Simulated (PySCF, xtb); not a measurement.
ClI, SMILES ClI (connectivity only; charge and spin as stated), charge +1, multiplicity 2.

Coordinates come from a PBE0-D3(BJ)/def2-TZVP optimisation. The multiplicity is an assumed one; other spin states were not compared. The def2 effective core potentials stand for the cores of I; spin–orbit coupling is left out.

The numbers are results of PySCF with IEF-PCM-M06-2X/def2-TZVPD, not measurements.

The values are the electrostatic part of the solvation free energy, E(continuum) − E(gas) at the gas-phase geometry, in a cavity of scaled van der Waals radii (PySCF's table); cavitation and dispersion terms are not included.

| solvent | ε | ΔG(elec) (kcal/mol) |
|---|---|---|
| water | 78.36 | [?] |
| methanol | 32.61 | -63.6 |
| dimethylsulfoxide | 46.83 | -64.2 |

### Question
Complete the blanks. (An estimate is asked for; the answer gives what the named calculation found.)

### Answer

- water, ΔG(elec) (kcal/mol): -64.8

For comparison, GFN2-xTB/ALPB(water) (xtb, at the GFN2-xTB geometry, all terms of that model) gives -54.7 kcal/mol.
